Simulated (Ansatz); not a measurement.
`C[O][GeH]([F])[AlH2]`, relaxed with RKS PBE0-D4/def2-TZVP in Ansatz from a PBE-D4/def2-SVP geometry. The force threshold is 0.005 eV/Å; the program also tests the step.

The species carries charge 0 and has multiplicity 1.

Start:

```xyz
11

C    -1.953   -0.763   -0.101
O    -0.640   -0.520    0.371
Ge    0.491    0.541   -0.550
F     0.947   -0.334   -2.030
Al    2.428    0.613    1.026
H    -2.471    0.168   -0.437
H    -2.551   -1.204    0.726
H    -1.963   -1.482   -0.953
H    -0.342    1.753   -1.091
H     2.934    2.005    1.634
H     3.121   -0.776    1.405
```

```tsv
step	energy (eV)	largest force (eV/Å)	largest move (Å)
1	-69001.2360	0.525	0.000
2	-69001.2745	0.372	0.051
3	-69001.2798	0.133	0.041
4	-69001.2819	0.038	0.026
5	-69001.2829	0.060	0.047
6	-69001.2831	0.046	0.024
7	-69001.2833	0.012	0.025
8	-69001.2834	0.016	0.021
9	-69001.2835	0.005	0.021
10	-69001.2838	0.021	0.060
11	-69001.2838	0.052	0.103
12	-69001.2841	0.027	0.031
13	-69001.2842	0.016	0.010
14	-69001.2843	0.013	0.041
15	-69001.2844	0.022	0.058
16	-69001.2844	0.020	0.023
17	-69001.2845	0.011	0.011
18	-69001.2846	0.010	0.018
19	-69001.2846	0.007	0.033
20	-69001.2846	0.010	0.032
21	-69001.2847	0.008	0.011
22	-69001.2847	0.005	0.016
23	-69001.2847	0.003	0.002
```

End:

```xyz
11

C    -1.978   -0.711   -0.107
O    -0.702   -0.440    0.430
Ge    0.488    0.474   -0.521
F     0.867   -0.519   -1.920
Al    2.456    0.604    1.012
H    -2.457    0.194   -0.501
H    -2.606   -1.111    0.693
H    -1.924   -1.453   -0.911
H    -0.247    1.681   -1.159
H     2.660    1.907    1.889
H     3.443   -0.628    1.094
```

It took 55 s on 4 threads of an Intel Xeon 6975P-C on a shared host, with 0.71 GiB of host memory at the peak.
